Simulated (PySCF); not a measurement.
A compound of formula C16H16O12Si8 has these computed shifts in ppm, with the number of atoms in brackets (GIAO KT3/pcSseg-1, gas phase, PySCF SCF with an in-house response code, fitting set def2-universal-JFIT, grid level 2, non-relativistic, geometry: GFN2-xTB; 13C, 1H, 29Si against isolated TMS; 17O against isolated H2O).

1H: 1.69 (2), 1.67 (4), 1.16 (6), 0.87 (4)
13C: 83.1 (2), 82.7 (4), 74.4 (4), 74.0 (2), 12.2 (2), 10.8 (2)
17O: 119.0 (1), 118.8 (2), 118.7 (4), 115.6 (4), 107.5 (1)
29Si: -75.6 (2), -109.4 (4), -109.6 (2)

Which structure gave them?

C#C[Si@@]12O[Si@@]3(C#C)O[Si@@]4(C#C)O[Si@@](C#C)(O1)O[Si@@]1(CC)O[Si@@](C#C)(O2)O[Si@@](C#C)(O3)O[Si@@](CC)(O4)O1. Other isomers were not compared.
